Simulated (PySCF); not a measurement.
Two species compared at the same levels of theory.

First species: C6H11F3.
InChI=1S/C6H11F3/c1-4(2)5(3)6(7,8)9/h4-5H,1-3H3/t5-/m0/s1

Second species: C6H11F3.
Numbering: `[CH3:1][C:2]([CH3:3])([CH2:4][F:5])[C@H:6]([F:7])[CH2:8][F:9]` (hydrogens: H10, H11, H12 on C1; H13, H14, H15 on C3; H16, H17 on C4; H18 on C6; H19, H20 on C8)

Levels: CAM-B3LYP/def2-SVPD for dipole moment, HOMO energy, LUMO energy, HOMO–LUMO gap, static isotropic polarisability and electronic spatial extent ⟨r²⟩ about the centre of nuclear charge; TDDFT CAM-B3LYP/def2-SVPD for lowest singlet excitation; TDA CAM-B3LYP/def2-SVPD for lowest triplet excitation (Tamm–Dancoff); ΔSCF CAM-B3LYP/def2-SVPD for vertical ionisation energy; PBE0-D3(BJ)/def2-SVP for rotational constant A and rotational constant C. Geometries: PBE0-D3(BJ)/def2-SVP. All species are isolated and taken at one optimised geometry, non-relativistic unless stated; the electronic structure was computed with PySCF and density fitting.

Dipoles, sizes and rotational constants follow the conformer. The torsions of the flexible species, by atom-mapped SMILES:
- `[CH3:1][CH:2]([CH3:3])[C@H:4]([CH3:5])[C:6]([F:7])([F:8])[F:9]`: C1–C2–C4–C5 -73°, C2–C4–C6–F7 -51°
- `[CH3:1][C:2]([CH3:3])([CH2:4][F:5])[C@H:6]([F:7])[CH2:8][F:9]`: C1–C2–C4–F5 -179°, C1–C2–C6–F7 57°, C2–C6–C8–F9 -74°

(1) Which has the higher vertical ionisation energy?

(2) Which of the two has the higher S1 energy, and by how much?

(3) Which has the higher rotational constant C?

(4) Which of the two has the higher rotational constant A, and by how much?

(5) Which has the higher dipole moment?

(6) Which has the higher HOMO–LUMO gap?

(7) Which of the two has the higher HOMO energy, and by how much?

(8) Which of the two has the higher ⟨r²⟩, and by how much?

## Answers

(1) The first: 11.66 eV against 11.17 eV, a difference of 0.49 eV.

(2) The first: 9.04 eV against 8.82 eV, a difference of 0.22 eV.

(3) The second: 1.092 GHz against 1.078 GHz, a difference of 0.014 GHz.

(4) The first: 2.373 GHz against 1.953 GHz, a difference of 0.420 GHz.

(5) The first: 2.46 D against 2.15 D, a difference of 0.31 D.

(6) The first: 11.93 eV against 11.67 eV, a difference of 0.26 eV.

(7) The second: -10.44 eV against -10.76 eV, a difference of 0.32 eV.

(8) The first: 1254 bohr² against 1244 bohr², a difference of 10 bohr².

On the first: The dipole equals about 8.2 × 10⁻³⁰ C·m (1 D = 3.33564 × 10⁻³⁰ C·m). The principal polarisabilities are 71.7, 73.5 and 80.1 au; their mean is the isotropic value.

On the second: A dipole of 2.15 D is allowed in C1, and pure rotational transitions are dipole-allowed. S1 lies 2.85 eV below the HOMO–LUMO gap; its leading configuration is HOMO→LUMO+1, weight 0.76.
